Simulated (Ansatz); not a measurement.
Species: CdSe, charge 0, singlet. CdSe (SMILES [Se]=[Cd]).
B3LYP-D3(BJ)/def2-TZVP minimum from Ansatz (a first-principles code):
```xyz
2

Cd     0.0000     0.0000    -0.9919
Se     0.0000     0.0000     1.4003
```

Quantity: atomisation energy (electronic, to ground-state atoms), in kcal/mol. UHF or UKS for unpaired electrons; spin-orbit terms are left out. Correlated methods leave the cores frozen (noble-gas shells, and filled d and f shells in the p block). Past Kr the def2 sets carry scalar-relativistic core potentials. CBS(X,Y): correlation extrapolated as X^-3, Hartree-Fock from the larger set. A bracket is a step between two methods taken in the basis named. The restricted determinant of CdSe ([Se]=[Cd], singlet) is unstable towards broken spin symmetry in at least one set run.

CCSD(T)/CBS(def2-TZVPP,def2-QZVPP) + [CCSDT(Q) - CCSD(T)]/def2-TZVPP (Ansatz) gives 20.9 kcal/mol.

Question: What does PBE/def2-TZVPD (Ansatz) give here, and how do the other levels compare?

Answer: PBE gives 23.1 kcal/mol, 2.2 kcal/mol above it. Differences of the others: r2SCAN/def2-TZVPD (Ansatz) 1.0; B3LYP/def2-TZVPD (Ansatz) -5.1; PBE0/def2-TZVPD (Ansatz) -1.6; wB97M-V/def2-TZVPD (Ansatz) -4.0; B2PLYP/def2-TZVPD (Ansatz) -2.8; CCSD(T)/CBS(def2-TZVPP,def2-QZVPP) (Ansatz) -0.6 kcal/mol.
